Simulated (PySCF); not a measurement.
ZrF3Cl, SMILES [F][Zr]([F])([F])[Cl], multiplicity 1. Geometry: r2SCAN-D4/def2-SVP. The spin state was assumed, not searched. The def2 effective core potentials stand for the cores of Zr; spin–orbit coupling is left out.

Computed with r2SCAN-D4/def2-SVP run with PySCF 2.14.0.

Harmonic wavenumbers (cm⁻¹): 125, 125, 159, 159, 161, 415, 691, 710, 711. Rotational constants (GHz): 2.801, 1.692, 1.692; symmetry number 3.

Question: Work out the zero-point energy and the ideal-gas rigid-rotor harmonic-oscillator thermochemistry at 298.15 K and 1 atm.

Answer: ZPE = ½ Σ hcν = ½ × 3255 cm⁻¹ = 19.47 kJ/mol. H − E(el) = 39.59 kJ/mol. Entropy in J/(mol K): translation 173.76, rotation 108.37, vibration 64.97, total 347.11. G − E(el) = -63.90 kJ/mol. Cp = 89.47 J/(mol K). Modes under 150 cm⁻¹ make the vibrational entropy uncertain.
